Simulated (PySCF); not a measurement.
Hexafluoro-1,3-butadiene, C4F6.
Geometry (PBE0-D3(BJ)/def2-SVP, Å), atoms numbered from 1 in this order:
```xyz
10
C4F6 angstrom
F      2.453   -0.124    0.722
C      1.305   -0.010    1.329
F      1.428    0.060    2.626
C      0.113    0.033    0.714
F     -0.974    0.150    1.473
C     -0.112   -0.039   -0.719
F      0.973   -0.175   -1.479
C     -1.304    0.017   -1.333
F     -2.448    0.154   -0.725
F     -1.430   -0.062   -2.630
```

The closed-shell ground state was solved at several levels (PySCF, density fitting, gas phase, non-relativistic). The dipole stays under 0.02 D at every level.

```json
{"level": "CAM-B3LYP/pcSseg-2", "basis functions": "360", "HOMO (eV)": "-8.32", "LUMO (eV)": "-0.05", "gap (eV)": "8.27"}
{"level": "CAM-B3LYP/def2-SVPD", "basis functions": "218", "HOMO (eV)": "-8.45", "LUMO (eV)": "-0.19", "gap (eV)": "8.26"}
{"level": "PBE0/pcSseg-1", "basis functions": "170", "HOMO (eV)": "-6.95", "LUMO (eV)": "-1.07", "gap (eV)": "5.88"}
```

(1) Estimate the row for B3LYP/pcJ-1, a basis of 270 functions; the other rows only guide the guess.

Answers

(1) HOMO -6.77 eV, LUMO -1.32 eV, gap 5.45 eV.

One conformer stands for the species.
